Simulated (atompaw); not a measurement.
**Cr (Z = 24): PAW (atompaw) pseudisation with PBE, non-relativistic reference atom.**

Cr (Z = 24), PAW, made with atompaw 4.2.0.5 (PBE, non-relativistic). Core [Ar], reference 3d5 4s0 4p1. Waves: 4s (bound, empty): rc 3.00 bohr; 4s channel at -0.05 Ry: rc 3.00 bohr; 4p (bound): rc 3.00 bohr; 4p channel at 0.3 Ry: rc 3.00 bohr; 3d (bound): rc 2.45 bohr; 3d channel at 2 Ry: rc 2.45 bohr. Local part: bessel scheme, radius 2.45 bohr. Core correction: smooth core density matched at 2.90 bohr. Augmentation charge: sinc compensation charge, radius 1.84 bohr; PAW radius 3.00 bohr; waves and projectors: custom polynom vanderbiltortho.

Poles of the logarithmic derivatives, all-electron (AE) and pseudo (PS). s: poles at 1.0 (AE) and 1.0, 4.0 (PS) Ry. p: poles at 1.7 (AE) and 1.7, 4.5 (PS) Ry. d: poles at -0.2, 3.1 (AE) and -0.2, 3.2 (PS) Ry. Test radius 3.01 bohr.

- Cutoffs needed: 18 Ry and 30 Ry (the cutoffs (Ry, on a coarse ladder) from which the occupation-weighted sum of valence levels, in a spherical-Bessel basis at the reference potential, stays within 10 and 1 mRy of its value at 400 Ry)
- Ghost test: no extra level below or beside the all-electron valence levels (s, p, d, f tested) (spherical-Bessel basis up to 400 Ry, 20 bohr box)
- Lowest eigenvalue of the overlap operator: 0.24 (s channel)
- Overlap eigenvalues printed by atompaw (projector basis): 0.21, 0.787, 1.82, 462, 1.87e+03, 2.95e+04
- Share of each valence orbital outside the PAW sphere: 4s 56 %, 4p 83 %, 3d 7 %
